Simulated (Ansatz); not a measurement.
Consider the ligand exchange at the Si–C bond: `[OH][GeH2][C]#C[SiH](O)F` + `[SH][GeH3]` → `O[SiH](F)[S][GeH3]` + `C#[C][GeH2][OH]`.

Computed with Ansatz on PBE0-D4/def2-TZVP structures; ΔE is electronic, products minus reactants. CCSD(T)/CBS adds triple-zeta CCSD(T) − MP2 to the extrapolated MP2 energy (def2 sets, frozen cores). DFT in def2-TZVPP. B3LYP here is the variant with VWN-RPA as its local correlation; programs differ in this. For Ge outer-core shells are correlated without core-valence functions, which leaves a few kJ/mol of doubt a bond. Scalar relativity is left out up to krypton. Each species was taken in one conformer, which may not be the lowest.

(1) Is it downhill or uphill in electronic energy at CCSD(T)/CBS, and by how much? (Best estimate.)

(2) What do these levels give: PBE-D4, PBE0-D4, ωB97X-V, ωB97M-V, B3LYP, MP2/def2-TZVPP, SCS-MP2/def2-TZVPP, CCSD(T)/def2-TZVPP, HF/def2-QZVPP, MP2/def2-QZVPP, SCS-MP2/def2-QZVPP, CCSD/CBS(def2)? (Estimate.)

Largest T1 diagnostic among the species: 0.012.

Results:

(1) The calculation gave: Downhill: ΔE = -27.2 kJ/mol.

(2) Ansatz gave: PBE-D4 -27.1, PBE0-D4 -28.3, ωB97X-V -27.6, ωB97M-V -28.3, B3LYP -16.4, MP2/def2-TZVPP -25.5, SCS-MP2/def2-TZVPP -21.2, CCSD(T)/def2-TZVPP -22.4, HF/def2-QZVPP -15.2, MP2/def2-QZVPP -28.0, SCS-MP2/def2-QZVPP -23.6, CCSD/CBS(def2) -26.2 kJ/mol.

In def2-TZVPP, CCSD(T) changes the Hartree–Fock value by −6.5 kJ/mol (the triples alone add −1.0 kJ/mol) and MP2 by −9.7 kJ/mol. The D4 term adds −7.9 kJ/mol with B3LYP and −4.0 kJ/mol with PBE0; it sums over pairs of atoms, weighted by their polarisabilities, and B3LYP, whose exchange is more repulsive, gets the larger term.
